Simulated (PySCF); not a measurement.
## How methods differ on the excitation energy of Mo

Mo [Kr] 4d5 5s1 (7S) → Mo [Kr] 4d4 5s1 6s1 (7D), as a difference of total energies. All numbers are calculated (PySCF 2.14, scalar relativity through the core potential, in aug-cc-pVTZ-PP with ECP28MDF). Correlated levels: valence: 4s2 4p6 frozen. The calculations carry no spin-orbit coupling.

```csv
method,excitation energy (eV)
UHF,5.445
MP2 (valence),6.111
SCS-MP2 (valence),5.667
CCSD (valence),6.096
CCSD(T) (valence),6.127
```

**Question.** How much does correlation contribute at CCSD(T) (valence)?

**Answer.** 6.127 − (5.445) = 0.682 eV, measured against UHF.

The promoted electron is Rydberg-like, and one or two diffuse shells describe it only roughly, which tends to raise the upper state.
